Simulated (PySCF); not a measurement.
Radial density of Co (cobalt, neutral)

UHF, [Ar] 3d7 4s2, high-spin 4F determinant. Calculation: PySCF 2.14, in cc-pVTZ (7s6p4d2f1g, 68 functions); the non-relativistic Hamiltonian (point nucleus).

```
r (bohr)  4πr²ρ (e/bohr)  4πr²(ρα − ρβ)
0.000997          0.1582         0.0000
 0.00168          0.4313         0.0000
 0.00282           1.147         0.0001
 0.00474           2.926         0.0002
 0.00798           6.954         0.0004
  0.0134           14.69         0.0009
  0.0226           25.50         0.0015
  0.0380           32.40         0.0021
  0.0639           27.98         0.0053
   0.107           27.24         0.0362
   0.181           36.56         0.2332
   0.304           21.29         1.0909
   0.511           16.07         2.7027
   0.860           15.60         2.6901
    1.45           4.154         1.0074
    2.43           1.107         0.1393
    4.09          0.3663        -0.0193
    6.88         0.02748        -0.0051
    11.6       0.0001084         0.0000
```

Question: Where is the radial spin density 4πr²(ρα − ρβ) most negative, and why is it negative at all?

Answer: Around r = 4.09 bohr, down to -0.0193 e/bohr: exchange with the open shell polarises the paired shells in an unrestricted calculation.
